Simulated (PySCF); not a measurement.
Geometry:
| atom | x (Å) | y (Å) | z (Å) |
| --- | --- | --- | --- |
| N1 | 3.202 | -0.188 | 0.513 |
| Si2 | 1.640 | 0.540 | 0.606 |
| Si3 | 0.263 | -0.744 | -0.725 |
| C4 | -1.555 | -0.397 | -0.360 |
| C5 | -1.983 | 0.937 | 0.184 |
| C6 | -2.040 | -0.272 | 1.057 |
| H7 | 3.980 | 0.275 | 0.954 |
| H8 | 3.290 | -1.183 | 0.638 |
| H9 | 1.159 | 0.691 | 1.999 |
| H10 | 1.880 | 1.912 | 0.138 |
| H11 | 0.436 | -0.503 | -2.167 |
| H12 | 0.445 | -2.199 | -0.547 |
| H13 | -2.262 | -0.859 | -1.041 |
| H14 | -2.913 | 1.362 | -0.166 |
| H15 | -1.221 | 1.676 | 0.388 |
| H16 | -3.008 | -0.679 | 1.310 |
| H17 | -1.319 | -0.355 | 1.857 |

Geometry: GFN2-xTB; GIAO absolute shieldings from PySCF 2.14, gas phase, non-relativistic, averaged over equivalent atoms.

At PBE0/ANO-RCC-VDZP (147 basis functions, 24 s wall time on 1 thread of an x86-64 server CPU, shared host):
| atoms | σ (ppm) |
| --- | --- |
| N1 | 270.1 |
| Si2 | 459.5 |
| Si3 | 468.8 |
| C5/C6 | 188.1 |
| C4 | 197.7 |
| H9/H10 | 26.68 |
| H11/H12 | 27.38 |
| H14/H16 | 31.10 |
| H15/H17 | 31.76 |
| H13 | 31.91 |
| H7/H8 | 32.13 |

Problem. What do these become at PBE0/pcSseg-1?

Solution. 
```csv
atoms,σ at PBE0/pcSseg-1,change
N1,273.7,+3.6
Si2,407.0,-52.5
Si3,415.5,-53.3
C5/C6,182.3,-5.8
C4,193.9,-3.8
H9/H10,26.78,+0.10
H11/H12,27.40,+0.02
H14/H16,31.07,-0.03
H15/H17,31.76,+0.00
H13,31.91,+0.00
H7/H8,32.12,-0.01
```

The largest change is at Si3 (silicon bonded to C, Si, 2 H). Cost: 171 basis functions, 19 s wall time on 1 thread of an Arm Neoverse V2, shared host.
